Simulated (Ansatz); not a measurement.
This geometry of ClF₅HTa (8 atoms, charge 0, multiplicity 1) is a first-order saddle point.

The calculation used Ansatz, RKS BHLYP/def2-SVP.

```xyz
8
Properties=species:S:1:pos:R:3
Ta -0.079 -0.224 0.127
Cl 2.445 0.336 0.390
F -0.166 0.075 1.968
F 0.376 -0.734 -1.610
F -0.508 1.505 -0.330
F -1.694 -1.107 0.084
F 1.093 -1.838 0.670
H 2.029 -1.116 0.653
```

Which two structures does it join? (They come from a converged band through this point; their orientation in space is the band's.)

Bonds broken: F7–H8. Bonds formed: Cl2–H8.

First end point:

```xyz
8
Properties=species:S:1:pos:R:3
Ta 0.028 0.036 0.089
Cl 2.315 0.610 0.261
F -0.078 0.206 1.950
F 0.403 -0.639 -1.617
F -0.758 1.623 -0.393
F -1.412 -1.139 0.173
F 1.041 -1.957 0.697
H 1.957 -1.844 0.793
```

Last end point:

```xyz
8
Properties=species:S:1:pos:R:3
Ta -0.271 -0.399 0.151
Cl 2.534 0.305 0.362
F -0.248 0.076 1.965
F 0.234 -0.771 -1.616
F -0.226 1.418 -0.272
F -2.044 -0.871 0.024
F 0.624 -1.976 0.645
H 2.891 -0.884 0.693
```

How far does it lie above each of them?

46.4 kJ/mol above the first and 63.1 kJ/mol above the second. This is the barrier of this one path; another mechanism may lie lower. The orbitals stay closed-shell, which can raise the energy where a bond breaks towards radicals; this wasn't checked here.

Time of the run: 3.1 min on 4 threads of Arm Neoverse V1, on a shared host, peak memory 0.36 GiB.
